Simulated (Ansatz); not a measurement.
Computed with Ansatz on PBE0-D4/def2-TZVP structures; ΔE is electronic, products minus reactants. CBS: MP2 limit from def2 TZ/QZ plus the TZ coupled-cluster correction, frozen cores. This one scheme is used for every species. Functionals use def2-TZVPP. One conformer a species, not always the lowest.

Consider the cleavage of the B–Si bond: `CB(N)[SiH2]Cl` + `O[SiH3]` → `CB(N)O[SiH3]` + `[SiH3]Cl`.

`CB(N)[SiH2]Cl`:

Z-matrix (Å, degrees):
```
C
B 1 1.569
H 1 1.095 2 113.7
H 1 1.096 2 110.7 3 121.7
H 1 1.095 2 110.5 3 -121.8
N 2 1.391 1 121.4 3 -1.8
Si 2 2.025 1 121.0 3 177.8
H 6 1.009 2 122.6 1 -0.1
H 6 1.006 2 124.0 1 178.9
Cl 7 2.077 2 109.1 1 -55.0
H 7 1.491 2 113.5 1 -173.7
H 7 1.489 2 113.5 1 63.3
```

`O[SiH3]`:

Cartesian coordinates in Å:
```
O -0.416 -0.452 -1.125
Si 0.243 0.205 0.235
H -1.198 -0.995 -1.025
H -0.717 1.106 0.931
H 1.421 0.980 -0.218
H 0.669 -0.843 1.202
```

`CB(N)O[SiH3]`:

```xyz
13

C    -0.088   -0.571   -1.388
B     0.737    0.002   -0.172
N     2.132    0.121   -0.208
O     0.109    0.412    0.989
Si   -1.461    0.448    1.453
H    -0.820    0.163   -1.741
H     0.533   -0.854   -2.241
H    -0.660   -1.455   -1.088
H     2.659    0.484    0.567
H     2.685   -0.147   -1.001
H    -2.052   -0.917    1.454
H    -1.506    1.003    2.828
H    -2.268    1.311    0.548
```

`[SiH3]Cl`:

Z-matrix (Å, degrees):
```
Si
Cl 1 2.054
H 1 1.481 2 108.5
H 1 1.481 2 108.5 3 -120.0
H 1 1.481 2 108.5 3 120.0
```

| species | r2SCAN-D4 energy (Eh) |
| --- | --- |
| `CB(N)[SiH2]Cl` | -871.65522 |
| `O[SiH3]` | -367.13151 |
| `CB(N)O[SiH3]` | -487.33911 |
| `[SiH3]Cl` | -751.49774 |

Problem. Work out ΔE.

Solution. ΔE = (-487.33911) + (-751.49774) − (-871.65522) − (-367.13151) = -0.05012 Eh = -131.6 kJ/mol. CCSD(T)/CBS gives -131.5 kJ/mol.

Largest T1 diagnostic among the species: 0.011.

In def2-TZVPP, CCSD(T) changes the Hartree–Fock value by +23.8 kJ/mol (the triples alone add +3.2 kJ/mol) and MP2 by +21.4 kJ/mol. From PBE to PBE0 (25 % exact exchange), in def2-TZVPP and without D4, ΔE moves by −7.8 kJ/mol.
